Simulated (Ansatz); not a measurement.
Consider the ligand exchange at the Se–Ga bond: `[SiH3][Se][GaH][Cl]` + `C[SeH]` → `C[Se][Se][SiH3]` + `[Cl][GaH2]`.

Program: Ansatz. Geometries: PBE0-D4/def2-TZVP. ΔE: electronic, gas phase. CCSD(T)/CBS is the MP2 limit (def2-TZVPP, def2-QZVPP) plus CCSD(T) − MP2 in def2-TZVPP, frozen cores. Functionals use def2-TZVPP. For Ga, Se outer-core shells are correlated without core-valence functions, which leaves a few kJ/mol of doubt a bond. Scalar relativity is left out up to krypton. One conformer a species, not always the lowest.

```tsv
level	ΔE (kJ/mol)	difference from CCSD(T)/CBS
BLYP-D4	81.1	-16.4
r2SCAN0-D4	97.9	0.4
BHLYP-D4	95.4	-2.1
CAM-B3LYP-D4	92.1	-5.4
PBE0	94.3	-3.2
r2SCANh	96.3	-1.2
r2SCAN0	98.6	1.1
BHLYP	97.2	-0.3
LC-ωPBE	97.1	-0.4
HF/def2-SVP	108.4	10.9
MP2/def2-TZVPP	101.0	3.5
CCSD(T)/def2-TZVPP	100.2	2.7
HF/def2-QZVPP	101.4	3.9
SCS-MP2/def2-QZVPP	96.0	-1.5
MP2/CBS(def2)	98.3	0.8
CCSD/CBS(def2)	99.0	1.5
CCSD(T)/CBS	97.5	0
```

Largest T1 diagnostic among the species: 0.012.

From PBE to PBE0 (25 % exact exchange), in def2-TZVPP and without D4, ΔE moves by +6.5 kJ/mol. At CCSD(T), def2-SVP lies +8.7 kJ/mol from the extrapolated value and def2-TZVPP +2.7 kJ/mol.
